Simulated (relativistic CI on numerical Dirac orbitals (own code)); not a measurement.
**Cu⁴⁺ in a cubic cluster: L2,3 absorption with charge transfer**

Computed with a charge-transfer multiplet model of a cubic metal-ligand cluster with up to 2 ligand holes, Slater and spin-orbit integrals from Dirac-Coulomb-Breit ions, Slater integrals scaled by 0.8. The ground state mixes d7 with configurations of k ligand holes L, whose averages lie at kΔ + k(k − 1)U_dd/2; a core hole lowers each added d electron by U_cd. 300 K, Lorentzian 0.4 eV and Gaussian 0.3 eV FWHM.

Atomic integrals in eV (Slater integrals scaled, ζ unscaled), ground: F2dd 11.838, F4dd 7.422, zeta_d 0.120; with the core hole: F2dd 12.413, F4dd 7.786, zeta_d 0.150, zeta_core 13.370, F2cd 7.564, G1cd 5.867, G3cd 3.340.

Cluster parameters (eV): Δ = 0.6, U_dd = 7.6, U_cd = 9.8, 10Dq = 1.75, 10Dq(ligand) = 1.2, final-state hopping factor = 1.

Weights, n_d and S are thermal averages at 300 K. Photon energies count from the first peak over 30 % of the highest in each spectrum, which can be another peak from case to case. The parameters are a model scan and need not match a compound or its usual spin state. Peaks in eV (height, largest 100): 0.0 (34), 0.8 (100), 3.3 (21), 4.7 (10), 5.8 (10), 6.9 (7), 20.5 (9), 21.4 (38), 22.7 (13), 23.2 (8).

Q: Which parameters give this spectrum?
A. V(eg) = 1.4 eV, V(t2g) = -0.59 eV
B. V(eg) = 1.1 eV, V(t2g) = -0.47 eV
C. V(eg) = 2.3 eV, V(t2g) = -0.97 eV
D. V(eg) = 1.7 eV, V(t2g) = -0.72 eV
E. V(eg) = 2 eV, V(t2g) = -0.85 eV

A: A. V(eg) = 1.4 eV, V(t2g) = -0.59 eV; the ground state then has 7.60 d electrons and S = 0.61. The choice follows from running the model for each set and comparing peak positions and heights.
